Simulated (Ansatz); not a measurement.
```yaml
crystal:
  periodic: [false, false, false]
  atoms:
    - {symbol: Zn, position_ang: [-1.778536, -1.005509, -0.571539]}
    - {symbol: O, position_ang: [-0.378659, -0.583774, 0.415442]}
    - {symbol: Ge, position_ang: [0.991196, 0.517101, 0.382981]}
    - {symbol: H, position_ang: [-2.996315, -1.419032, -1.366285]}
    - {symbol: H, position_ang: [1.165401, 1.123481, -1.028496]}
    - {symbol: H, position_ang: [0.745309, 1.648226, 1.401335]}
    - {symbol: H, position_ang: [2.251604, -0.280492, 0.766572]}
basis:
  gaussian: {orbitals: cc-pVDZ, nuclear_model: gaussian}
total_charge: 1
magnetization: {spin_polarized: true, initial_magnetization: 2}
hamiltonian: {xc: {name: wB97X}}
```

```sh
$ ansatz run in.yaml --threads 2 --pin off --events-out ev --progress --plain --max-ram 4352MiB
```

It prints (some lines left out):

```
Error: a molecule whose nuclei and cores have a total charge of 74 cannot have a net charge of 1 together with 2 unpaired electrons
```

Q: Something in this input is off. What?

A: The number of unpaired electrons doesn't fit the electron count. The program refused the input.
